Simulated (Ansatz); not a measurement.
`[NH2][Mo]([NH2])(=[O])=[O]` and `[NH2][Mo](=[O])(=[O])[F]` differ in one atom or group.

Ansatz, PBE0-D4/def2-TZVP geometries, multiplicity 1. Each molecule was computed in one conformer, which needn't be the lowest.

Elements past krypton have def2 core potentials.

```csv
property,`[NH2][Mo]([NH2])(=[O])=[O]`
LUMO energy (PBE/def2-TZVPP) / eV,-2.58
HOMO energy (PBE0/def2-TZVPP) / eV,-7.68
LUMO energy (PBE0/def2-TZVPP) / eV,-1.76
HOMO energy (PBE/def2-TZVPP) / eV,-6.30
HOMO energy (ωB97M-V/def2-TZVPP) / eV,-9.93
HOMO–LUMO gap (ωB97M-V/def2-TZVPP) / eV,10.38
```

(1) What does the change do to each property? (Best estimate.)

## Answers

(1) Computed: 
```csv
property,`[NH2][Mo](=[O])(=[O])[F]`,shift
LUMO energy (PBE/def2-TZVPP) / eV,-3.08,-0.50
HOMO energy (PBE0/def2-TZVPP) / eV,-8.95,-1.27
LUMO energy (PBE0/def2-TZVPP) / eV,-2.30,-0.54
HOMO energy (PBE/def2-TZVPP) / eV,-7.49,-1.19
HOMO energy (ωB97M-V/def2-TZVPP) / eV,-11.26,-1.33
HOMO–LUMO gap (ωB97M-V/def2-TZVPP) / eV,11.16,0.78
```

With PBE0 the HOMO falls by 1.27 eV and the LUMO falls by 0.54 eV, so the gap widens by about 0.73 eV. PBE moves the HOMO by -1.19 eV and ωB97M-V by -1.33 eV. The zero-point energy changes by -59.1 kJ/mol with -6 modes.
